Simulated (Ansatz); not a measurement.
`[F][InH][SiH3]` + HCl → `[F][InH][Cl]` + SiH₄  (cleavage of the In–Si bond)

Computed with Ansatz on PBE0-D4/def2-TZVP structures; ΔE is electronic, products minus reactants. CCSD(T)/CBS adds triple-zeta CCSD(T) − MP2 to the extrapolated MP2 energy (def2 sets, frozen cores). This one scheme is used for every species. Elements past krypton have def2 core potentials. For In outer-core shells are correlated without core-valence functions, which leaves a few kJ/mol of doubt a bond.

```csv
species,CCSD(T)/CBS(def2) energy (Eh)
`[F][InH][SiH3]`,-581.10508
HCl,-460.38127
`[F][InH][Cl]`,-750.05448
SiH₄,-291.46306
```

Work out ΔE.

ΔE = (-750.05448) + (-291.46306) − (-581.10508) − (-460.38127) = -0.03119 Eh = -81.9 kJ/mol.

Largest T1 diagnostic among the species: 0.016.

At CCSD(T), def2-SVP lies −6.3 kJ/mol from the extrapolated value and def2-TZVPP +1.1 kJ/mol. From BLYP to BHLYP (50 % exact exchange), in def2-TZVPP and without D4, ΔE moves by −12.4 kJ/mol.
